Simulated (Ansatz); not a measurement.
Consider the atomization: `N=C[S][SnH3]` → C• + 5 H• + N• + S• + Sn•.

Program: Ansatz. Geometries: PBE0-D4/def2-TZVP. ΔE: electronic, gas phase. CCSD(T)/CBS is the MP2 limit (def2-TZVPP, def2-QZVPP) plus CCSD(T) − MP2 in def2-TZVPP, frozen cores. This one scheme is used for every species, atoms too. Open shells (•) are unrestricted, without spin–orbit coupling. Spin–orbit coupling would lower the free atoms: a little for C, S; strongly for Sn. Elements past krypton have def2 core potentials. Bonds to Sn are less sure, by a few kJ/mol each and by 10 to 20 or more in all where they break to atoms, as the def2 sets lack core-valence functions. Each species was taken in one conformer, which may not be the lowest.

`N=C[S][SnH3]`:

Z-matrix (Å, degrees):
```
Sn
S 1 2.415
H 1 1.702 2 108.3
H 1 1.703 2 105.3 3 -119.9
H 1 1.702 2 108.1 3 120.2
C 2 1.774 1 101.5 3 118.5
N 6 1.258 2 125.3 1 -179.5
H 6 1.092 2 115.6 1 0.6
H 7 1.020 6 112.6 2 0.1
```

| species | CCSD(T)/CBS(def2) energy (Eh) |
| --- | --- |
| `N=C[S][SnH3]` | -707.53859 |
| C• | -37.79194 |
| H• | -0.50000 |
| N• | -54.53257 |
| S• | -397.67955 |
| Sn• | -213.97081 |

Work out ΔE.

ΔE = 5 × (-0.50000) + (-37.79194) + (-54.53257) + (-397.67955) + (-213.97081) − (-707.53859) = 1.06372 Eh = +2792.8 kJ/mol.

Largest T1 diagnostic among the species: 0.015.

The D4 term adds +33.5 kJ/mol with B3LYP and +17.5 kJ/mol with PBE0; it sums over pairs of atoms, weighted by their polarisabilities, and B3LYP, whose exchange is more repulsive, gets the larger term. In def2-TZVPP, CCSD(T) changes the Hartree–Fock value by +859.8 kJ/mol (the triples alone add +60.6 kJ/mol) and MP2 by +867.7 kJ/mol; breaking electron pairs costs correlation energy, which Hartree–Fock lacks.

B3LYP here is the variant with VWN-RPA as its local correlation; programs differ in this.

For atomizations the MP2-based limit and the directly extrapolated one differ by several kJ/mol either way, and by 10 to 25 for some Ge, Se and Sn compounds, so smaller differences from it don't rank the levels.
